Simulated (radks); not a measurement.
All-electron atom: the indium ion In7+ in [Kr] 4d6. Calculated with a radial shooting solver on a logarithmic mesh with Libxc functionals: scalar-relativistic Kohn-Sham, SCAN, spin-polarised, spherical densities, finite nucleus; open shells are filled with parallel spins first (spin-orbit coupling, left out, can overturn this in heavy ions); meta-GGA in the generalised Kohn-Sham scheme; Fermi nuclear charge, rms radius 4.6156 fm.

Unscreened Slater integrals over Kohn-Sham orbitals (cm^-1). They are taken over the spin-up orbitals.

| integral | value |
|---|---|
| F0(4d,4d) | 195870 |
| F2(4d,4d) | 100800 |
| F4(4d,4d) | 67411 |
| F0(4d,4p) | 207960 |
| F2(4d,4p) | 107100 |
| G1(4d,4p) | 136100 |
| G3(4d,4p) | 84840 |
| F0(4d,4s) | 213480 |
| G2(4d,4s) | 103970 |
| F0(4p,4p) | 222900 |
| F2(4p,4p) | 118040 |
| F0(4p,4s) | 229830 |
| G1(4p,4s) | 157260 |
| F0(4s,4s) | 237600 |

Derived for the open shells (J is the average intra-shell exchange parameter used in DFT+U). 4d: Racah B = F2/49 - 5 F4/441 = 1293 cm^-1, C = 35 F4/441 = 5350 cm^-1, C/B = 4.14, F4/F2 = 0.669, J = (F2 + F4)/14 = 12020 cm^-1.
